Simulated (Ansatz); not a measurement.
Reaction (ligand exchange at the Al–C bond): `C[CH2][Al]([NH2])[OH]` + H–F → `[NH2][Al]([OH])[F]` + ethane

Program: Ansatz. Geometries: PBE0-D4/def2-TZVP. ΔE: electronic, gas phase. CCSD(T)/CBS adds triple-zeta CCSD(T) − MP2 to the extrapolated MP2 energy (def2 sets, frozen cores). This one scheme is used for every species. DFT in def2-TZVPP. HSE06 is defined as in plane-wave codes. Each species was taken in one conformer, which may not be the lowest.

```json
{"level": "r2SCAN0-D4", "ΔE (kcal/mol)": "-47.6"}
{"level": "BHLYP-D4", "ΔE (kcal/mol)": "-49.0"}
{"level": "PBE-QIDH", "ΔE (kcal/mol)": "-46.8"}
{"level": "PBE0", "ΔE (kcal/mol)": "-46.0"}
{"level": "HSE06", "ΔE (kcal/mol)": "-45.8"}
{"level": "BHLYP", "ΔE (kcal/mol)": "-50.8"}
{"level": "CAM-B3LYP", "ΔE (kcal/mol)": "-49.8"}
{"level": "HF/def2-TZVPP", "ΔE (kcal/mol)": "-53.1"}
```

Q: What does CCSD(T)/CBS give? (Best estimate.)

A: Computed: -46.4 kcal/mol. The listed levels differ from it by -1.2, -2.6, -0.4, 0.4, 0.6, -4.4, -3.4, -6.7 kcal/mol.

Largest T1 diagnostic among the species: 0.012.

The D4 term adds +2.0 kcal/mol with B3LYP and +1.2 kcal/mol with PBE0; it sums over pairs of atoms, weighted by their polarisabilities, and B3LYP, whose exchange is more repulsive, gets the larger term. Leaving LDA and LC-ωPBE aside and taking each functional with its dispersion term where it has one, the values, not all of them listed here, spread over 5.3 kcal/mol, from B2PLYP to revPBE-D4. LDA lies +1.9 kcal/mol from PBE without D4.

B3LYP here is the variant with VWN-RPA as its local correlation; programs differ in this.
